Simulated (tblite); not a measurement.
C7H9O (doublet state).
Numbering: `[CH2:1]=[C:2]([CH3:3])[C:4]1[CH:5]=[CH:6][CH2:7][O:8]1` (hydrogens: H9, H10 on C1; H11, H12, H13 on C3; H14 on C5; H15 on C6; H16, H17 on C7)

Computed geometry: GFN2-xTB, gas phase. This method treats the open shell by occupation alone, without spin polarisation.

Q: What internal coordinates does the optimisation give?

A: 
```tsv
bond	length (pm)
C1=C2	135.1
C2–C3	150.4
C2–C4	141.8
C4–C5	140.9
C5=C6	135.8
C6–C7	149.2
C7–O8	141.6
C4–O8	137.1
C1–H9	107.4
C1–H10	107.5
C3–H11, C3–H12, C3–H13	108.8
C5–H14	107.2
C6–H15	107.1
C7–H16, C7–H17	110.1
```

Bonds in one row agree within 1 pm and their mean is given. A selection of angles:
```tsv
angle	degrees
C1–C2–C3	121.5
C1–C2–C4	121.5
C3–C2–C4	117.0
C2–C4–C5	129.8
C2–C4–O8	120.3
C5–C4–O8	109.9
C4–C5–C6	108.7
C5–C6–C7	107.6
C6–C7–O8	105.2
C4–O8–C7	108.6
```

Dihedral angles: C1–C2–C4–C5 180° (antiperiplanar); C2–C4–C5–C6 180° (antiperiplanar); C4–C5–C6–C7 0° (synperiplanar); C5–C6–C7–O8 0° (synperiplanar); C6–C7–O8–C4 0° (synperiplanar); C2–C4–O8–C7 180° (antiperiplanar).

The 2 C–O bonds span 1.371 Å (C4–O8, drawn single) to 1.416 Å (C7–O8, drawn single), a spread of 0.045 Å. C4 (carbon bonded to 2 C and O) is planar (angles 129.8°, 120.3° and 109.9°, sum 360.0°, 0.00 Å off the plane of its three neighbours). The 8 heavy atoms lie in one plane (0.001 Å rms). The 5-membered ring C4–C5–C6–C7–O8 has internal angles of 105.2° to 109.9° (sum 540°, against 540° for a flat polygon); it is planar, 0.00 Å rms from its mean plane, widest ring torsion 0°. C2 (carbon bonded to 3 C) is planar (angles 121.5°, 121.5° and 117.0°, sum 360.0°, 0.00 Å off the plane of its three neighbours). C1 (carbon bonded to C and 2 H) is planar (angles 121.6°, 120.9° and 117.5°, sum 360.0°, 0.00 Å off the plane of its three neighbours). C5 (carbon bonded to 2 C and H) is planar (angles 126.6°, 124.7° and 108.7°, sum 360.0°, 0.00 Å off the plane of its three neighbours).

Point group: Cs (tolerance 0.08 Å). Its GFN2-xTB frequencies are all real (lowest 92 cm⁻¹).

One conformer stands for the species.
